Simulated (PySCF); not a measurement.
**Electron correlation in Ir- (iridium, charge -1)**

Starting occupation: [Xe] 4f14 5d8 6s2, 5d3/2 with m_j = -3/2, -1/2, +1/2, +3/2, 5d5/2 with m_j = -1/2, +1/2, +3/2, +5/2. Computed with PySCF 2.14 in x2c-TZVPall-2c with one added diffuse shell each of s, p, d type (12s12p11d2f, 117 functions), with X2C-1e with screened-nucleus spin-orbit coupling, Gaussian nucleus. Frozen: [Kr] 4d10 4f14; 18 electrons correlated; the 34 highest virtual spinors left out.

MP2 pair energies summed by pair of shells (mhartree):

| pair | energy | share (%) |
| --- | --- | --- |
| 5d-5d | -151.58 | 37.1 |
| 5d-5p | -102.71 | 25.1 |
| 5d-6s | -58.66 | 14.4 |
| 5p-5p | -38.36 | 9.4 |
| 5p-5s | -14.95 | 3.7 |
| 6s-6s | -14.75 | 3.6 |
| 5d-5s | -12.58 | 3.1 |
| 5p-6s | -11.29 | 2.8 |
| 5s-5s | -2.94 | 0.7 |
| 5s-6s | -0.61 | 0.2 |

Total MP2 correlation energy: -408.45 mhartree.

The GHF reference relaxed away from the jj start to a determinant that is no pure jj level (⟨S²⟩ = 2.21, ⟨J²⟩ = 20.11); the energies belong to that determinant.

This basis was not built for core-valence correlation, so the inner-shell part is incomplete.
